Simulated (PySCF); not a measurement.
# Exercise with solution: entropy of an ideal gas

3,3,3-trifluoroprop-1-yne (C3HF3), SMILES FC(C#C)(F)F.

The structure is a stationary point at PBE-D3(BJ)/def2-SVP.

PBE-D3(BJ)/def2-SVP (PySCF) gives the harmonic wavenumbers 175, 175, 439, 439, 526, 597, 597, 694, 694, 796, 1153, 1153, 1223, 2187, 3402 cm⁻¹ and the rotational temperatures 0.2677, 0.1357, 0.1357 K. The molar mass is 94.04 g/mol, the symmetry number 3, the spin multiplicity 1.

Question: Work out the entropy at 298.15 K and 1 atm in the rigid-rotor, harmonic-oscillator model.

Answer: 
Translation (Sackur–Tetrode at 1 atm): S = R[1.5 ln M + 2.5 ln T − 1.16487] = 165.4 J/(mol K).
Rotation: q = (√π/σ) T^1.5/√(θA θB θC) = 43300, S = R[ln q + 3/2] = 101.2 J/(mol K).
Vibration: with u = 1.4388 ν/T, each mode gives R[u/(e^u − 1) − ln(1 − e^−u)]:
| ν (cm⁻¹) | modes | u | S (J/(mol K)) |
|---|---|---|---|
| 175 | 2 | 0.84 | 19.92 |
| 439 | 2 | 2.12 | 6.94 |
| 526 | 1 | 2.54 | 2.49 |
| 597 | 2 | 2.88 | 3.81 |
| 694 | 2 | 3.35 | 2.62 |
| 796 | 1 | 3.84 | 0.88 |
| 1153 | 2 | 5.56 | 0.42 |
| 1223 | 1 | 5.90 | 0.16 |
The stiffer modes add less than 0.005 each. Sum 37.3 J/(mol K).
Spin: R ln 1 = 0.0 J/(mol K).
Total 303.9 J/(mol K); the program's own thermochemistry gives 303.9. Translation makes up 54 % and vibration 12 %. Anharmonicity, hindered rotation and orbital degeneracy are left out.
